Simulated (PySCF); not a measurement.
Vertical excitations of a molecule C4H8Si2 from TDA-B3LYP/def2-SVPD (PySCF), as energy in eV (oscillator strength): 4.49 (0.174), 5.01 (0.000), 5.68 (0.002), 6.08 (0.047), 6.09 (0.000), 6.14 (0.004), 6.35 (0.010), 6.64 (0.002), 6.64 (0.015), 6.82 (0.001). Lowest triplet (TDA): 2.58 eV. Geometry optimised at r2SCAN-D4/def2-SVP. Other conformers were not sampled.

Pick the molecule that these values belong to.
A. C#C[Si@@H]1CC[SiH2]1
B. C=C1[SiH2][SiH2]C1=C
C. C#C[SiH2]/C=C/[SiH3]
D. [SiH3]C1=CC=C[SiH2]1

D, [SiH3]C1=CC=C[SiH2]1
